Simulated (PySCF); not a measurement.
Excitation energy of B by level of theory

B [He] 2s2 2p1 (2P) → B [He] 2s1 2p1 3s1 (4P), as a difference of total energies. All numbers are calculated (PySCF 2.14, the non-relativistic Hamiltonian (point nucleus), in aug-cc-pVTZ with one added diffuse shell each of s, p, d, f type (6s5p4d3f, 62 functions)). Correlated levels: valence: 1s2 frozen. The calculations carry no spin-orbit coupling.

```json
{"method": "UHF", "excitation energy (eV)": "7.984"}
{"method": "MP2 (valence)", "excitation energy (eV)": "9.044"}
{"method": "SCS-MP2 (valence)", "excitation energy (eV)": "9.309"}
{"method": "CCSD (valence)", "excitation energy (eV)": "9.496"}
{"method": "CCSD(T) (valence)", "excitation energy (eV)": "9.531"}
```

How much does correlation contribute at CCSD(T) (valence)?

9.531 − (7.984) = 1.547 eV, measured against UHF.

The upper state lies above the first ionisation limit, but in LS coupling its spin forbids autoionisation to the ground ion. A Rydberg-like electron needs more diffuse functions than a valence basis has.

The promoted electron is Rydberg-like, and one or two diffuse shells describe it only roughly, which tends to raise the upper state.
